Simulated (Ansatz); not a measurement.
Basis sets compared for Ag₂F⁺ (the lowest singlet isomer of a short search). Charge 1, multiplicity 1. Geometry r2SCAN-D4/def2-TZVP. Ansatz on 4 threads of Intel Xeon Platinum 8259CL on a shared host; times are rough, and most runs start from earlier orbitals.

```csv
atom,x (Å),y (Å),z (Å)
Ag1,0.401,-1.611,-1.271
Ag2,-0.403,1.608,1.274
F3,0.002,0.002,-0.002
```

In the def2 sets Ag takes a core potential; there is no spin–orbit coupling. The structure comes from a short search, and lower isomers may exist.

```tsv
level	functions	energy (Eh)	HOMO (eV)	LUMO (eV)	wall time
PBE-D4/def2-SVP	76	-393.3630	-11.59	-8.75	0.55 s
PBE0-D4/def2-SVP	76	-393.3409	-12.98	-7.54	0.9 s
```

(1) Estimate the rows for PBE-D4/def2-TZVP (with forces), PBE0-D4/def2-TZVP.

Results:

(1) 
```json
{"level": "PBE-D4/def2-TZVP (with forces)", "functions": "111", "energy (Eh)": "-393.5585", "HOMO (eV)": "-11.63", "LUMO (eV)": "-8.81", "wall time": "0.8 s"}
{"level": "PBE0-D4/def2-TZVP", "functions": "111", "energy (Eh)": "-393.5329", "HOMO (eV)": "-13.04", "LUMO (eV)": "-7.59", "wall time": "1.1 s"}
```
